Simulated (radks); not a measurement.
Pr2+, 57 electrons, occupied as [Xe] 4f3. Calculated with a radial shooting solver on a logarithmic mesh with Libxc functionals: Dirac Kohn-Sham, PBEsol, spin-unpolarised, spherical densities, point nucleus; open shells are shared between the two j in proportion to 2j + 1.

Unscreened Slater integrals over Kohn-Sham orbitals (cm^-1). Large and small components are both included.

\begin{tabular}{lr}
integral & value \\ \hline
F0(4f7/2,4f7/2) & 180720 \\
F2(4f7/2,4f7/2) & 81694 \\
F4(4f7/2,4f7/2) & 50463 \\
F6(4f7/2,4f7/2) & 36085 \\
F0(4f7/2,4f5/2) & 181920 \\
F2(4f7/2,4f5/2) & 82306 \\
F4(4f7/2,4f5/2) & 50855 \\
G2(4f7/2,4f5/2) & 82190 \\
G4(4f7/2,4f5/2) & 50786 \\
G6(4f7/2,4f5/2) & 36321 \\
F0(4f7/2,5p3/2) & 128470 \\
F2(4f7/2,5p3/2) & 48508 \\
G2(4f7/2,5p3/2) & 30043 \\
G4(4f7/2,5p3/2) & 22220 \\
F0(4f7/2,5p1/2) & 133290 \\
G4(4f7/2,5p1/2) & 24337 \\
F0(4f5/2,4f5/2) & 183130 \\
F2(4f5/2,4f5/2) & 82934 \\
F4(4f5/2,4f5/2) & 51258 \\
F0(4f5/2,5p3/2) & 128910 \\
F2(4f5/2,5p3/2) & 48331 \\
G2(4f5/2,5p3/2) & 29622 \\
G4(4f5/2,5p3/2) & 21962 \\
F0(4f5/2,5p1/2) & 133770 \\
G2(4f5/2,5p1/2) & 32726 \\
F0(5p3/2,5p3/2) & 111220 \\
F2(5p3/2,5p3/2) & 59989 \\
F0(5p3/2,5p1/2) & 113840 \\
G2(5p3/2,5p1/2) & 60962 \\
F0(5p1/2,5p1/2) & 116730 \\
\end{tabular}
